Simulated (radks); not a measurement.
The numbers below are computed, except where a source is named.
Orbital eigenvalues (eV) of the oxygen ion O+, [He] 2s2 2p3, of relativity; Dirac values are averaged over j with weights 2j + 1. Spin-unpolarised spherical Kohn-Sham, BLYP, point nucleus unless stated (finite: rms radius 2.6991 fm), a radial shooting solver on a logarithmic mesh with Libxc functionals. A level marked "c x" has the speed of light scaled by that factor and shares open shells by 2j + 1; other Dirac levels either fill j = l - 1/2 first or share by 2j + 1.

shell  non-rel.
1s      -533.89
2s      -39.476
2p      -24.463

Give the values at the level "Dirac, c x 10".

Answer. 
shell  Dirac, c x 10  change of magnitude (%)
1s           -533.90                    0.00
2s           -39.477                    0.00
2p           -24.463                    0.00
